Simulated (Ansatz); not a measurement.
Reaction (redistribution): `Cl[SiH2][O][GeH3]` + `[OH][In]([Cl])[Br]` → `Cl[SiH2][O][GeH2][Cl]` + `[OH][InH][Br]`

Computed with Ansatz on PBE0-D4/def2-TZVP structures; ΔE is electronic, products minus reactants. CCSD(T)/CBS adds triple-zeta CCSD(T) − MP2 to the extrapolated MP2 energy (def2 sets, frozen cores). DFT in def2-TZVPP. B3LYP here is the variant with VWN-RPA as its local correlation; programs differ in this. def2 core potentials past Kr. For Br, Ge, In outer-core shells are correlated without core-valence functions, which leaves a few kJ/mol of doubt a bond. Scalar relativity is left out up to krypton. Each species was taken in one conformer, which may not be the lowest.

Task: Is it downhill or uphill in electronic energy at CCSD(T)/CBS, and by how much? (Best estimate.)

Result: Computed: Uphill: ΔE = +26.2 kJ/mol.

Task: What do these levels give: r2SCAN-D4, PBE0-D4, B3LYP-D4, r2SCAN, PBE0, HF/def2-TZVPP, MP2/def2-TZVPP, SCS-MP2/def2-TZVPP, CCSD(T)/def2-TZVPP, SCS-MP2/def2-QZVPP, HF/CBS(def2), MP2/CBS(def2)? (Best estimate.)

Result: Ansatz gave: r2SCAN-D4 21.6, PBE0-D4 20.9, B3LYP-D4 21.9, r2SCAN 22.2, PBE0 22.8, HF/def2-TZVPP 31.1, MP2/def2-TZVPP 23.3, SCS-MP2/def2-TZVPP 24.4, CCSD(T)/def2-TZVPP 23.2, SCS-MP2/def2-QZVPP 26.2, HF/CBS(def2) 31.6, MP2/CBS(def2) 26.3 kJ/mol.

Largest T1 diagnostic among the species: 0.014.

The D4 term adds −3.5 kJ/mol with B3LYP and −1.9 kJ/mol with PBE0; it sums over pairs of atoms, weighted by their polarisabilities, and B3LYP, whose exchange is more repulsive, gets the larger term. In def2-TZVPP, CCSD(T) changes the Hartree–Fock value by −8.0 kJ/mol (the triples alone add −0.4 kJ/mol) and MP2 by −7.9 kJ/mol.
